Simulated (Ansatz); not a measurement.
Consider the redistribution: `[F][Ga]([F])[O][SiH3]` + `[NH2][AlH][NH2]` → `[F][GaH][F]` + `[NH2][Al]([NH2])[O][SiH3]`.

Isolated molecules relaxed with PBE0-D4/def2-TZVP in Ansatz; ΔE leaves out vibrations. CCSD(T)/CBS is the MP2 limit (def2-TZVPP, def2-QZVPP) plus CCSD(T) − MP2 in def2-TZVPP, frozen cores. This one scheme is used for every species. DFT in def2-TZVPP. B3LYP here is the variant with VWN-RPA as its local correlation; programs differ in this. HSE06 is defined as in plane-wave codes. For Ga outer-core shells are correlated without core-valence functions, which leaves a few kJ/mol of doubt a bond. Scalar relativity is left out up to krypton. One conformer a species, not always the lowest.

`[F][Ga]([F])[O][SiH3]`:

Cartesian coordinates in Å:
```
F -0.424 -2.414 -1.062
Ga 0.875 -1.298 -0.794
F 2.447 -1.765 -1.335
O 0.624 0.239 -0.010
Si -0.608 1.108 0.650
H -1.268 0.333 1.733
H -1.617 1.443 -0.388
H -0.028 2.353 1.206
```

`[NH2][AlH][NH2]`:

Cartesian coordinates in Å:
```
N -1.462 0.160 0.522
Al -0.105 -0.139 -0.573
N 1.560 -0.030 0.016
H -1.402 0.400 1.497
H -2.426 0.111 0.236
H -0.381 -0.506 -2.085
H 1.850 0.195 0.953
H 2.366 -0.191 -0.566
```

`[F][GaH][F]`:

Z-matrix (Å, degrees):
```
Ga
F 1 1.740
F 1 1.740 2 111.9
H 1 1.536 2 124.0 3 180.0
```

`[NH2][Al]([NH2])[O][SiH3]`:

Cartesian coordinates in Å:
```
N 1.526 0.044 1.720
Al 0.092 0.388 0.756
N -1.158 1.502 1.303
O -0.089 -0.372 -0.737
Si -0.263 -1.106 -2.165
H 1.735 0.438 2.622
H 2.256 -0.587 1.436
H -1.153 2.008 2.172
H -1.989 1.716 0.777
H 0.311 -2.479 -2.123
H -1.704 -1.213 -2.528
H 0.434 -0.338 -3.234
```

```csv
level,ΔE (kcal/mol),difference from CCSD(T)/CBS
LDA (SPW92),-26.5,-0.9
PBE-D4,-25.3,0.3
revPBE-D4,-25.1,0.5
BLYP-D4,-26.4,-0.8
r2SCAN-D4,-26.6,-1.0
B97M-V,-25.8,-0.2
PBE0-D4,-25.8,-0.2
B3LYP-D4,-26.9,-1.3
r2SCANh-D4,-26.7,-1.1
r2SCAN0-D4,-26.8,-1.2
HSE06-D4,-25.7,-0.1
BHLYP-D4,-27.0,-1.4
CAM-B3LYP-D4,-27.2,-1.6
ωB97X-V,-25.3,0.3
B2PLYP,-25.6,0.0
PBE-QIDH,-25.0,0.6
revPBE,-24.6,1.0
BLYP,-26.1,-0.5
r2SCAN,-26.4,-0.8
PBE0,-25.6,0.0
B3LYP,-26.7,-1.1
r2SCANh,-26.6,-1.0
r2SCAN0,-26.7,-1.1
HSE06,-25.5,0.1
BHLYP,-27.0,-1.4
CAM-B3LYP,-27.0,-1.4
LC-ωPBE,-26.0,-0.4
RPA@PBE/def2-TZVPP,-23.3,2.3
MP2/def2-SVP,-21.3,4.3
CCSD(T)/def2-SVP,-21.3,4.3
HF/def2-TZVPP,-25.4,0.2
MP2/def2-TZVPP,-24.2,1.4
SCS-MP2/def2-TZVPP,-23.9,1.7
CCSD/def2-TZVPP,-24.6,1.0
CCSD(T)/def2-TZVPP,-24.1,1.5
HF/def2-QZVPP,-25.6,0.0
MP2/def2-QZVPP,-25.1,0.5
SCS-MP2/def2-QZVPP,-24.8,0.8
HF/CBS(def2),-25.7,-0.1
MP2/CBS(def2),-25.7,-0.1
CCSD(T)/CBS,-25.6,0
```

Largest T1 diagnostic among the species: 0.015.

Leaving LDA and LC-ωPBE aside and taking each functional with its dispersion term where it has one, the values spread over 2.2 kcal/mol, from CAM-B3LYP-D4 to PBE-QIDH. LDA lies −1.4 kcal/mol from PBE without D4. In def2-TZVPP, CCSD(T) changes the Hartree–Fock value by +1.3 kcal/mol (the triples alone add +0.4 kcal/mol) and MP2 by +1.2 kcal/mol.
